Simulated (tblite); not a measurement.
C10H8.
Bonds: C1–C2 (triple), C2–C3, C3–C4 (aromatic), C4–C5 (aromatic), C5–C6 (aromatic), C6–C7, C7–C8 (double), C6–C9 (aromatic), C9–C10 (aromatic), C3–C10 (aromatic). Hydrogens: H11 on C1; H12 on C4; H13 on C5; H14 on C7; H15, H16 on C8; H17 on C9; H18 on C10.

Structure optimised with GFN2-xTB, isolated species.

(1) What internal coordinates does the optimisation give?

## Answers

(1) 
| bond | length (pm) | order |
| --- | --- | --- |
| C1≡C2 | 120.1 | triple |
| C2–C3 | 141.4 | single |
| C3–C4, C3–C10 | 139.5 | aromatic |
| C4–C5, C9–C10 | 137.8 | aromatic |
| C5–C6, C6–C9 | 139.7 | aromatic |
| C6–C7 | 145.6 | single |
| C7=C8 | 132.8 | double |
| C1–H11 | 104.9 | single |
| C4–H12, C10–H18 | 108.0 | single |
| C5–H13, C9–H17 | 108.0 | single |
| C7–H14 | 108.4 | single |
| C8–H15 | 107.7 | single |
| C8–H16 | 107.7 | single |

Bonds in one row agree within 1 pm and their mean is given. Orders are formal, as drawn. A selection of angles:
| angle | degrees |
| --- | --- |
| C2–C1–H11 | 180.0 |
| C1–C2–C3 | 179.9 |
| C2–C3–C4 | 120.4 |
| C4–C3–C10 | 119.2 |
| C3–C4–C5 | 120.3 |
| C3–C4–H12 | 119.3 |
| C5–C4–H12 | 120.4 |
| C4–C5–C6 | 121.0 |
| C4–C5–H13 | 119.1 |
| C6–C5–H13 | 119.9 |
| C5–C6–C7 | 123.1 |
| C5–C6–C9 | 118.1 |
| C7–C6–C9 | 118.9 |
| C6–C7–C8 | 126.9 |
| C6–C7–H14 | 114.4 |
| C8–C7–H14 | 118.7 |
| C7–C8–H15 | 121.2 |
| C7–C8–H16 | 123.0 |
| H15–C8–H16 | 115.8 |
| C9–C10–H18 | 120.6 |

Torsions: C5–C6–C7–C8 0° (synperiplanar).

The C–C distances run from 1.201 Å (C1≡C2, drawn triple) to 1.456 Å (C6–C7, drawn single), a spread of 0.255 Å. The 10 heavy atoms lie in one plane (0.002 Å rms). The 6-membered ring C3–C4–C5–C6–C9–C10 has internal angles of 118.1° to 121.3° (sum 720°, against 720° for a flat polygon); it is planar, 0.00 Å rms from its mean plane, widest ring torsion 0°. Of the pairs four or more bonds apart, H13···H16 is among the closest relative to their van der Waals radii: 2.16 Å, 90 % of the sum of Bondi's values.

Point group: Cs (tolerance 0.08 Å). Its GFN2-xTB frequencies are all real (lowest 24 cm⁻¹). One conformer, not necessarily the lowest.

The run took 0.29 s on one thread of an Arm Neoverse V1, shared host with 32 logical CPUs at a one-minute load of 10. These figures are those of the optimisation.

These are computed values.
